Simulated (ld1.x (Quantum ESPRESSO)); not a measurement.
# Before and after: RRKJ potential for antimony

antimony (Sb), norm-conserving RRKJ (Kleinman–Bylander form), made with ld1.x (Quantum ESPRESSO) 7.5 (PBE, scalar-relativistic). Core [Kr] 4d10, reference 5s2 5p3. Waves: 5p (bound): rc 1.95 bohr; 5s (bound): rc 1.55 bohr. Local part: the s channel. Core correction: none.

All-electron outer shells of the reference configuration (PBE, scalar-relativistic, ld1.x):

```
shell  level (eV)  outermost node (bohr)  outermost maximum (bohr)
   4p     -101.79                   0.39                      0.76
   4d      -33.51                   0.38                      0.84
   5s      -12.83                   0.95                      1.90
   5p       -4.83                   1.04                      2.35
```

Change: type TM; local potential the p channel.

Cutoffs: the cutoffs (Ry, on a coarse ladder) from which the occupation-weighted sum of valence levels, in a spherical-Bessel basis at the reference potential, stays within 10 and 1 mRy of its value at 400 Ry; they do not see the model core or the augmentation charge, which bear on the density cutoff. Errors are all-electron minus pseudo energies relative to the spin-unpolarised reference configuration.

Question: How do hardness, ghosts and transferability respond?

Answer: The potential gets neither clearly harder nor softer (45 Ry and 90 Ry → 40 Ry and 90 Ry); the s channel sets the loose cutoff, while the largest relative change is in p, which becomes softer; of the 7 tests that both files solve, the error grows in 2 and shrinks in 3 by more than 15 % and 0.3 meV (median size 11.5 → 9.9 meV); the range in which the s phases agree narrows (upper end 2.1 → 0.0); the range in which the p phases agree narrows (upper end at the end of the scan → 3.7); neither file shows a bound ghost.

| quantity | base | changed |
| --- | --- | --- |
| cutoff, loose | 45 Ry | 40 Ry |
| cutoff, tight | 90 Ry | 90 Ry |
| loose cutoff by channel (10 mRy a level) | p 10 Ry, s 30 Ry | s 30 Ry, p 8 Ry |
| bound ghosts | none | none |
| error for 5s2 5p2, meV [ΔE 8.32 eV] | -3.6 | -0.4 |
| error for 5s2 5p1, meV [ΔE 24.28 eV] | -11 | +9.6 |
| error for 5s2 5p0, meV [ΔE 48.70 eV] | +23 | +92 |
| error for 5s0 5p5, meV [ΔE 16.43 eV] | +61 | +60 |
| error for 5s1 5p0, meV [ΔE 92.99 eV] | +209 | +335 |
| error for 5s2 5p2.5, meV [ΔE 3.26 eV] | -1.0 | -0.4 |
| error for 5s1 5p4, meV [ΔE 8.11 eV] | +12 | +9.9 |
| s: phases at 2.14 bohr within 0.05 rad from the reference energy up to (Ry; the scan ends near 5) | 2.1 | 0.0 |
| p: phases at 2.14 bohr within 0.05 rad from the reference energy up to (Ry; the scan ends near 5) | to the end of the scan | 3.7 |
